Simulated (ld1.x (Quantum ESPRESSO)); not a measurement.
## Mg: from the effect back to the setting (RRKJ)

Base potential:

| Property | Result |
| --- | --- |
| Element | magnesium |
| Generator | ld1.x (Quantum ESPRESSO) 7.5 |
| Type | norm-conserving RRKJ (Kleinman–Bylander form) |
| Functional | LDA (PZ) |
| Relativity | non-relativistic |
| Frozen core | [He] 2s2 |
| Valence charge | 8 |
| Reference configuration | 2p6 3s1 3p0 (charge +1) |
| Partial waves | 3s (bound): rc 2.05 bohr; 2p (bound): rc 1.20 bohr; 3d channel at 0.3 Ry: rc 2.05 bohr |
| Local potential | all-electron potential smoothed inside 1.25 bohr (lloc = -1) |
| Core correction | none |

Cutoffs, loose and tight: the cutoffs (Ry, on a coarse ladder) from which the occupation-weighted sum of valence levels, in a spherical-Bessel basis at the reference potential, stays within 10 and 1 mRy of its value at 400 Ry. They do not see the model core or the augmentation charge, which bear on the density cutoff. Test errors are all-electron minus pseudo excitation energies from the reference, over the configurations 2p6 3s2 3p0; 2p6 3s0 3p0; 2p6 3s1.5 3p0; 2p6 3s0 3p2; 2p6 3s1 3p1; 2p5 3s2 3p0; 2p6 3s0 3p1 (two spin-polarised tests are not counted in the largest error); variants that change the core or the reference have their own tests. The largest error is taken over the tests solved by every variant that gives reliable tests at all, those not shown here included: 2p5 3s2 3p0; 2p6 3s0 3p0; 2p6 3s0 3p1; 2p6 3s0 3p2.

Only the p radius is moved:

```json
{"p radius (bohr)": "0.78", "cutoff, loose": "230 Ry", "cutoff, tight": "260 Ry", "bound ghosts": "none", "largest test error (meV)": "-78"}
{"p radius (bohr)": "0.92", "cutoff, loose": "160 Ry", "cutoff, tight": "230 Ry", "bound ghosts": "none", "largest test error (meV)": "-90"}
{"p radius (bohr)": "1", "cutoff, loose": "140 Ry", "cutoff, tight": "200 Ry", "bound ghosts": "none", "largest test error (meV)": "-100"}
{"p radius (bohr)": "1.1", "cutoff, loose": "110 Ry", "cutoff, tight": "180 Ry", "bound ghosts": "none", "largest test error (meV)": "+194"}
{"p radius (bohr)": "1.24", "cutoff, loose": "90 Ry", "cutoff, tight": "140 Ry", "bound ghosts": "none", "largest test error (meV)": "+386"}
{"p radius (bohr)": "1.32", "cutoff, loose": "80 Ry", "cutoff, tight": "120 Ry", "bound ghosts": "none", "largest test error (meV)": "+545"}
{"p radius (bohr)": "1.58", "cutoff, loose": "60 Ry", "cutoff, tight": "90 Ry", "bound ghosts": "none", "largest test error (meV)": "+1077"}
{"p radius (bohr)": "1.7", "cutoff, loose": "50 Ry", "cutoff, tight": "80 Ry", "bound ghosts": "none", "largest test error (meV)": "+1377"}
{"p radius (bohr)": "1.78", "cutoff, loose": "45 Ry", "cutoff, tight": "70 Ry", "bound ghosts": "none", "largest test error (meV)": "+1487"}
```

Question: One more run gave cutoff, loose: 70 Ry; cutoff, tight: 100 Ry; bound ghosts: none; largest test error (meV): +820. Which value of the p radius was used?

Answer: 1.46 bohr. The loose cutoff moves one way along this sweep, from 230 Ry at 0.78 to 45 Ry at 1.78 bohr, which places the run between 1.32 and 1.58 bohr.
